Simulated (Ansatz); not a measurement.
`[SiH3]N([SiH3])B(Cl)Cl` + H₂ → `[SiH3]N([SiH3])BCl` + HCl at 600 K and 1 bar (hydrogenolysis of a B–Cl bond).

Gas-phase electronic energies from Ansatz, PBE0-D4/def2-TZVP geometries. CBS: MP2 limit from def2 TZ/QZ plus the TZ coupled-cluster correction, frozen cores. This one scheme is used for every species. One conformer a species, not always the lowest.

```csv
species,CCSD(T)/CBS energy (Eh),H − E (kJ/mol),S (J/(mol·K))
`[SiH3]N([SiH3])B(Cl)Cl`,-1580.98686,248.5,511.6
H₂,-1.17544,43.9,150.8
`[SiH3]N([SiH3])BCl`,-1121.76024,261.3,480.2
HCl,-460.38127,35.4,207.2
```

H − E and S are ideal-gas, rigid-rotor, harmonic terms from PBE0-D4/def2-TZVP, for one conformer and one mirror image of each species. For small species the MP2-based limit differs from directly extrapolated CCSD(T) by up to some mEh (0.8 for H₂); such offsets cancel only in part. 1 Eh = 2625.50 kJ/mol, R = 8.31446 J/(mol·K).

Q: By hand: ΔE, ΔH, ΔS and ΔG.

A: ΔE = (-1121.76024) + (-460.38127) − (-1580.98686) − (-1.17544) = 0.02079 Eh = 54.6 kJ/mol. Δ(H − E) = 261.3 + 35.4 − 248.5 − 43.9 = 4.3, so ΔH = 58.9 kJ/mol. ΔS = 480.2 + 207.2 − 511.6 − 150.8 = 25.0 J/(mol·K). ΔG = 58.9 − 600 × (25.0)/1000 = 43.9 kJ/mol.

Q: By hand: the equilibrium constant, and the temperature at which ΔG would vanish if ΔH and ΔS stayed fixed.

A: log₁₀ K = −ΔG/(RT ln 10) = -3.8. ΔG = 0 at ΔH/ΔS = 2356 K.

ΔH outweighs TΔS. A doubt of 5 kJ/mol in ΔE shifts log₁₀ K by 0.4 here. Other conformers and mirror images would add mixing entropy, several J/(mol·K) or more a flexible species. Modes under 60 cm⁻¹, often nearly free rotors, make the harmonic entropy too high. These are equilibria of isolated gas molecules and say nothing of rates. Largest T1 diagnostic: 0.012 (customary marks: 0.02 for closed shells, 0.045 for open ones).
